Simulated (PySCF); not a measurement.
C₃H₉NOSi, SMILES C(/C)=C\[Si@H](O)N.

Geometry optimised at ωB97X-D3(BJ)/def2-SVP. The structure was generated by enumeration; whether it is a known compound was not checked. The values are those of a single conformer.

Calculation: TDA-CAM-B3LYP/def2-SVPD in PySCF.

Vertical excitations. Isolated molecule, no solvent.

| state | energy (eV) | λ (nm) | f | main pairs |
|---|---|---|---|---|
| S1 | 6.70 | 185 | 0.039 | HOMO−1→LUMO 58 %, HOMO→LUMO 21 % |
| S2 | 6.90 | 180 | 0.029 | HOMO−2→LUMO 59 %, HOMO−1→LUMO 10 %, HOMO−2→LUMO+1 9 % |
| S3 | 7.11 | 174 | 0.035 | HOMO→LUMO+1 47 %, HOMO→LUMO 30 % |
| S4 | 7.39 | 168 | 0.549 | HOMO→LUMO+1 36 %, HOMO→LUMO 36 %, HOMO−1→LUMO 6 % |
| S5 | 7.56 | 164 | 0.111 | HOMO−2→LUMO+1 29 %, HOMO→LUMO+2 18 %, HOMO−1→LUMO+1 16 %, HOMO−2→LUMO 9 % |
| S6 | 7.61 | 163 | 0.014 | HOMO−1→LUMO+3 36 %, HOMO−1→LUMO+1 30 %, HOMO−1→LUMO 10 %, HOMO−1→LUMO+2 7 % |
| S7 | 7.79 | 159 | 0.001 | HOMO→LUMO+2 59 %, HOMO→LUMO+4 10 %, HOMO−1→LUMO+2 9 % |
| S8 | 8.05 | 154 | 0.006 | HOMO−3→LUMO 20 %, HOMO−4→LUMO 13 %, HOMO→LUMO+4 10 %, HOMO−1→LUMO+1 8 % |
| S9 | 8.11 | 153 | 0.045 | HOMO→LUMO+3 22 %, HOMO−1→LUMO+1 22 %, HOMO→LUMO+4 18 %, HOMO−2→LUMO+1 13 % |
| S10 | 8.18 | 152 | 0.011 | HOMO→LUMO+4 19 %, HOMO−2→LUMO+1 17 %, HOMO−3→LUMO 17 %, HOMO→LUMO+3 9 % |
| T1 | 4.22 | 294 | 0 | HOMO→LUMO 60 %, HOMO→LUMO+1 19 % |
| T2 | 6.32 | 196 | 0 | HOMO−2→LUMO 40 %, HOMO−1→LUMO 24 %, HOMO−2→LUMO+1 10 % |
| T3 | 6.39 | 194 | 0 | HOMO−1→LUMO 41 %, HOMO−2→LUMO 23 %, HOMO−1→LUMO+3 14 % |
| T4 | 6.97 | 178 | 0 | HOMO→LUMO+1 63 %, HOMO→LUMO 13 % |
Triplets are in the Tamm–Dancoff approximation.
